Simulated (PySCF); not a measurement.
NbOCl₃, SMILES [O]=[Nb]([Cl])([Cl])[Cl], multiplicity 1. The structure is a stationary point at B3LYP-D3(BJ)/def2-SVP. The spin state was assumed, not searched. The isomer is the one that the SMILES or the coordinates give; other isomers of the formula were not compared. The def2 effective core potentials stand for the cores of Nb; spin–orbit coupling is left out.

Task: Give the equilibrium geometry at B3LYP-D3(BJ)/def2-SVP (PySCF confirms it by a frequency run) as a Z-matrix, and its point group. (Estimate from the structure and the level; the computed values follow.)

Result: point group C3v.
```
Nb
O 1 1.6865
Cl 1 2.2952 2 107.88
Cl 1 2.2952 2 107.88 3 120.00
Cl 1 2.2952 2 107.88 3 -120.00
```
